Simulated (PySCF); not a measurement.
Job for PySCF: R-B3LYP/3-21G on FH3S (a complex), monomers drawn apart or pushed together.

```python
from pyscf import gto, scf, dft, mp
from pyscf.data.elements import chemcore

mol = gto.M(
    atom='''
    F    -0.32197108    1.22989124    0.10261259
    H    -0.03851373    0.65189799    0.78659770
    S     0.63411166   -1.26095888    3.18178226
    H     0.05599704   -0.45633517    4.08938845
    H    -0.48474852   -1.98673925    3.01814503
    ''',
    basis='3-21g',
    charge=0, spin=0, verbose=3, max_memory=1800)
mf = dft.RKS(mol, xc='b3lyp')
mf.conv_tol = 1e-8
mf.max_cycle = 100
mf.kernel()
if not mf.converged:
    mf = mf.newton().run(mf.mo_coeff, mf.mo_occ)
```

Program output:

```
converged SCF energy = -497.280222327976
```

The run converged.

Cost: about 0.8 core-seconds (a rough figure).
